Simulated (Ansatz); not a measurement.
Mulliken charges of CH4S2Zn (`C[S][Zn][SH]`) from PBE/def2-TZVPP in Ansatz (PBE0-D4/def2-TZVP geometry).

```tsv
atom	x (Å)	y (Å)	z (Å)	charge (e)
C1	-0.211	1.689	-0.088	-0.259
S2	-0.203	0.611	1.384	-0.224
Zn3	0.377	-1.296	0.556	0.272
S4	0.985	-3.209	-0.255	-0.274
H5	-0.504	2.679	0.261	0.119
H6	-0.936	1.355	-0.829	0.126
H7	0.777	1.761	-0.541	0.126
H8	-0.284	-3.589	-0.488	0.113
```

**Question.** By hand: the dipole of these point charges (1 e Å = 4.8032 D).

**Answer.** Σ q r = (-0.179, 0.258, -0.263) e Å, of length 0.410 e Å = 1.97 D.

**Question.** How does the dipole of the full density compare? (Estimate.)

**Answer.** Ansatz gave: (-0.151, 0.194, -0.235) e Å, 1.63 D; the point charges give 1.21 times that, at 4° from its direction.

Point charges leave out the atoms' own dipoles, such as those of lone pairs, and Mulliken's split depends on the basis, so the two needn't agree.
